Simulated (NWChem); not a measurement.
Molecule: BeSiH4; SMILES [BeH][SiH3]

```xyz
6

Be    -0.0002    -1.6635     0.0062
H     -0.0014    -3.0035     0.0095
Si    -0.0018     0.5297     0.0010
H      1.1720     1.0956    -0.7433
H      0.0530     1.0966     1.3895
H     -1.2347     1.0898    -0.6460
```
Atoms are numbered in this order, from 1.

Program: NWChem. The geometry was optimised at PBE0/def2-SVP. Vertical excitations in the gas phase; the lowest state need not have the same character in each row.

Question: Order these by “lowest excitation, singlet (eV)”, lowest first: CAM-B3LYP/def2-SVP, TDA; PBE/def2-SVP, TDA; B3LYP/def2-SVP, TDA; BHandHLYP/def2-SVP, TDA.

Answer: PBE/def2-SVP, TDA (4.85), B3LYP/def2-SVP, TDA (5.06), CAM-B3LYP/def2-SVP, TDA (5.18), BHandHLYP/def2-SVP, TDA (5.33)
